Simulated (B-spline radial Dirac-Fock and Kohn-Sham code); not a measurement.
ΔSCF core binding energies without Breit or QED terms, calculated with a radial B-spline solver.

A sound run for the free tellurium atom, configuration [Kr] 4d10 5s2 5p4: The ground state converged in 10 iterations, with total energy -6793.70326 Ha, virial ratio 1.94555 and highest orbital energy -9.22 eV. ΔSCF binding energies: K (1s) 31930.8 eV, L3 (2p3/2) 4359.3 eV, M5 (3d5/2) 581.7 eV.

A second run, with one unsound setting: The ground state had not converged after 57 iterations, with total energy -6793.69845 Ha, virial ratio 1.94501 and highest orbital energy -8.91 eV. ΔSCF binding energies: K (1s) 31931.1 eV, L3 (2p3/2) 4359.6 eV, M5 (3d5/2) 581.9 eV (not all states converged, so these are not final).

```
iter   energy (Ha)        error
   1    -6791.14216985  1.78e+00
   2    -6792.77348832  2.26e-01
   3    -6792.85839026  2.15e-01
   4    -6792.93557762  2.05e-01
   5    -6793.00574855  1.95e-01
   6    -6793.06953792  1.85e-01
   7    -6793.12752315  1.76e-01
   8    -6793.18022945  1.67e-01
   9    -6793.22813460  1.59e-01
  17    -6793.48328972  1.07e-01
  25    -6793.60159512  7.12e-02
  33    -6793.65624873  4.75e-02
  41    -6793.68144860  3.17e-02
  49    -6793.69307280  2.11e-02
  57    -6793.69845161  1.41e-02
```

Question: Which fault fits the second run best?
A. damping too heavy
B. spline order too low
C. functional not served
D. speed of light below Z

Answer: A. The input had damp = 0.97; ndamp = 100: damp is so close to 1 that the orbitals hardly move in each step.
